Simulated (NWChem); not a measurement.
BiH₃O₂; SMILES [OH][BiH][OH]

```xyz
6

Bi    -0.2455     0.0253     0.0000
H     -0.3966    -1.8208     0.0000
O      1.1004     0.0791     1.6471
H      1.5826    -0.7701     1.6936
O      1.1004     0.0791    -1.6471
H      1.5826    -0.7701    -1.6936
```
Atoms are numbered in this order, from 1.

Results from NWChem. Medium grid unless said otherwise, to which SCAN and Minnesota functionals are sensitive. Coordinates come from a PBE-D3(BJ)/def2-SVP optimisation. def2 effective core potentials on Bi; no spin-orbit coupling. Total energies of different functionals are on different scales.

```json
[
 {"level": "B3LYP/def2-SVP", "energy (Ha)": "-366.8248", "highest occupied level (eV)": "-7.59", "orbital gap (eV)": "6.46", "dipole (D)": "2.36"},
 {"level": "PBE/def2-SVP", "energy (Ha)": "-366.6240", "highest occupied level (eV)": "-6.20", "orbital gap (eV)": "4.57", "dipole (D)": "2.14"},
 {"level": "BHandHLYP/def2-SVP", "energy (Ha)": "-366.5423", "highest occupied level (eV)": "-9.25", "orbital gap (eV)": "9.13", "dipole (D)": "2.68"},
 {"level": "MPW1K/def2-SVP", "energy (Ha)": "-366.7413", "highest occupied level (eV)": "…", "orbital gap (eV)": "…", "dipole (D)": "2.66"},
 {"level": "SCAN/def2-SVP", "energy (Ha)": "-366.7784", "highest occupied level (eV)": "-6.67", "orbital gap (eV)": "5.12", "dipole (D)": "2.33"},
 {"level": "LDA (Slater exchange, VWN5)/def2-SVP", "energy (Ha)": "-365.3907", "highest occupied level (eV)": "-6.39", "orbital gap (eV)": "4.53", "dipole (D)": "2.27"},
 {"level": "RPBE/def2-SVP", "energy (Ha)": "-366.8364", "highest occupied level (eV)": "-6.14", "orbital gap (eV)": "4.59", "dipole (D)": "2.10"},
 {"level": "r2SCAN/def2-SVP", "energy (Ha)": "-366.7761", "highest occupied level (eV)": "-6.63", "orbital gap (eV)": "5.19", "dipole (D)": "2.32"},
 {"level": "Hartree-Fock/def2-SVP", "energy (Ha)": "-364.8687", "highest occupied level (eV)": "-10.79", "orbital gap (eV)": "12.89", "dipole (D)": "3.03"},
 {"level": "TPSS/def2-SVP", "energy (Ha)": "-366.7087", "highest occupied level (eV)": "-6.34", "orbital gap (eV)": "4.80", "dipole (D)": "2.11"}
]
```

Task: Some entries are withheld; supply them.

Result: 
- MPW1K/def2-SVP, highest occupied level (eV): -9.08
- MPW1K/def2-SVP, orbital gap (eV): 8.71
